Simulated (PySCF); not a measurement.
# One molecule, several mistakes: BGeH5OSi

These are calculations, not measurements. They come from PySCF 2.14.0, an open-source quantum chemistry program, on an isolated molecule that a program drew, which may never have been made. The molecule is BGeH5OSi (charge 0, singlet), drawn as the SMILES string `[SiH3]B[O][GeH]`.

Each row is a Hartree-Fock (HF) and frozen-core CCSD(T) single point in the cc-pV(D+d)Z basis, meant for a local HF minimum. Run 1 is clean. Each other run has one planted mistake out of seven kinds, and not every kind appears here: one electron removed, one electron added, multiplicity raised by two, geometry at a saddle point, minimal basis STO-3G, one bond length entered in bohr, all coordinates scaled. The reference is restricted for singlets and unrestricted otherwise, and also for a bond in bohr. Adding or removing an electron swaps singlet and doublet. Electrons count all cores. HOMO and LUMO are orbital energies over both spins, the gradient is its largest component, and the lowest frequency (negative if imaginary) is given only where the gradient is small. Bond lengths are over the 8 bonds as drawn. T1 is the CCSD diagnostic: over 0.02 (restricted) or 0.045 (unrestricted) a single reference is doubtful. Germanium has the cc-pVDZ-PP basis, with a core potential (ECP10MDF) in place of its 10 inner electrons, and its 3s, 3p and 3d shells are frozen in CCSD(T).

Geometry of the clean run:
```xyz
9
BGeH5OSi, angstrom
Si   -1.4586    1.4245   -0.5921
B    -0.4508    1.0021    1.1473
O     0.8759    1.2230    1.2462
Ge    1.9093    0.9006    2.7173
H    -0.5786    1.9716   -1.6552
H    -2.1108    0.1939   -1.1179
H    -2.5401    2.4135   -0.3310
H    -1.0531    0.5480    2.0995
H     3.2368    1.4076    2.0123
```

```
run  electrons  basis functions  <S^2>  HOMO (eV)  LUMO (eV)  gradient (hartree/bohr)  lowest frequency (cm^-1)  mean bond (Å)  longest bond (Å)      T1  HF (hartree)  CCSD(T) (hartree)                 mistake
  1         64               99  0.000      -9.52       0.26                  1.8e-05                        43         1.5615             2.054  0.0164    -684.79528         -685.31005                no fault
  2         65               99  0.765      -1.13       6.78                  6.6e-02                         -         1.5615             2.054  0.0234    -684.81043         -685.33686      one electron added
  3         64               99  0.000      -9.23       0.57                  1.3e-01                         -         1.4085             1.853  0.0137    -684.69481         -685.19629  all coordinates scaled
  4         63               99  0.810     -14.58      -7.36                  2.9e-02                         -         1.5615             2.054  0.0356    -684.47927         -684.98233    one electron removed
  5         64               99  2.014      -8.06      -0.87                  2.5e-02                         -         1.5615             2.054  0.0240    -684.74100         -685.24095                       ?
```

**Which mistake was planted in run 5, and what did it cost?**

Electrons, basis and geometry are unchanged, and <S^2> is 2.014, beside S(S+1) = 2.00 for a multiplicity of 3. So the mistake is: multiplicity raised by two. Subtracting run 1 and multiplying by 627.51 kcal/mol a hartree, the energy moved by 34.1 kcal/mol in HF and 43.4 kcal/mol in CCSD(T).

